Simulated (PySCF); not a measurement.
A structure optimised at PBE-D3(BJ)/def2-SVP, used in a PySCF frequency run:

```
Ge
H 1 1.5506
H 1 1.5506 2 109.64
H 1 1.5542 2 109.92 3 120.94
Te 1 2.5828 2 109.67 3 -120.46
N 5 2.1151 1 89.45 2 60.22
H 6 1.0313 5 106.12 1 -123.83
H 6 1.0313 7 105.88 5 112.51
```

**Question.** Write its SMILES, formula and point group.

**Answer.** N[Te][GeH3], GeH₅NTe, Cs

**Question.** What are its rotational constants (standard atomic weights)?

**Answer.** 6.9417, 1.4561, 1.2306 GHz
